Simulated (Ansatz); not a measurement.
Reactions of C₂H₅NSi (`[SiH3]C1C=N1`).

Program: Ansatz. Geometries: PBE0-D4/def2-TZVP. ΔE: electronic, gas phase. CBS: MP2 limit from def2 TZ/QZ plus the TZ coupled-cluster correction, frozen cores. This one scheme is used for every species, atoms too. DFT in def2-TZVPP. No spin–orbit coupling; open shells (•) take unrestricted orbitals. Spin–orbit coupling would lower the free atoms: a little for C, Si. def2 core potentials past Kr. Bonds to In, Sn are less sure, by a few kJ/mol each and by 10 to 20 or more in all where they break to atoms, as the def2 sets lack core-valence functions. Each species was taken in one conformer, which may not be the lowest.

```
                                                                              reaction  CCSD(T)/CBS(def2) (kJ/mol)
                                                         `[SiH3]C1C=N1` → `C#CN[SiH3]`                         -85
                                               `[SiH3]C1C=N1` → 2 C• + 5 H• + N• + Si•                        3243
                                                         `[SiH3]C1C=N1` → `C#C[SiH2]N`                           ?
                       `[SiH3]C1C=N1` + `BC(B)[SiH3]` → `BC([SiH3])B[SiH3]` + `C1=NC1`                           6
                                               `[SiH3]C1C=N1` + H₂S → `SC1C=N1` + SiH₄                          31
                    `[SiH3]C1C=N1` + `O=[CH][SnH3]` → `O=[C]([SiH3])[SnH3]` + `C1=NC1`                           4
                             `[SiH3]C1C=N1` + `OP[SiH3]` → `OP[SiH2][SiH3]` + `C1=NC1`                           ?
                                                  `[SiH3]C1C=N1` → `C1=NC1` + `[SiH2]`                         227
                                                       `[SiH3]C1C=N1` → `N=C1C[SiH2]1`                         -24
`[SiH3]C1C=N1` + `[OH][In]([Cl])[O][SiH3]` → `[SiH3][O][In]([Cl])[O][SiH3]` + `C1=NC1`                           ?
```

Task: Fill in the missing values. (Best estimate.)

Result: The calculation gave: `[SiH3]C1C=N1` → `C#C[SiH2]N`: -184.2 kJ/mol; `[SiH3]C1C=N1` + `OP[SiH3]` → `OP[SiH2][SiH3]` + `C1=NC1`: -15.7 kJ/mol; `[SiH3]C1C=N1` + `[OH][In]([Cl])[O][SiH3]` → `[SiH3][O][In]([Cl])[O][SiH3]` + `C1=NC1`: -110.0 kJ/mol.

Largest T1 diagnostic: 0.016, for `O=[C]([SiH3])[SnH3]`.
